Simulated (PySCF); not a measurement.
Delta-SCF ions had no search for a lower state. Excitations are Tamm–Dancoff values on a coarser integration grid. The basis has no diffuse functions, so Rydberg states are missing or too high.

Cartesian coordinates (Å):
```xyz
5

O      1.2387    -0.3858    -0.0246
B     -0.0705    -0.1336    -0.0065
B     -1.6113    -0.6502    -0.0275
B     -1.3942     0.8056     0.0475
H      1.8375     0.3641     0.0111
```
Charge 0, spin multiplicity 1.

Q: What is the computed vertical ionisation energy (Delta-SCF), HOMO, S1–T1 gap (TDA), dipole moment, T1 excitation (TDA), LUMO, S1 excitation (TDA) and total energy (CAM-B3LYP-D3(BJ)/def2-TZVP run with PySCF)?

A: 
```yaml
vertical ionisation energy (Delta-SCF): 9.06 eV
HOMO: -8.04 eV
S1–T1 gap (TDA): 0.57 eV
dipole_moment: 2.05 D
T1 excitation (TDA): 0.24 eV
LUMO: -2.86 eV
S1 excitation (TDA): 0.81 eV
total_energy: -4086.46 eV
```
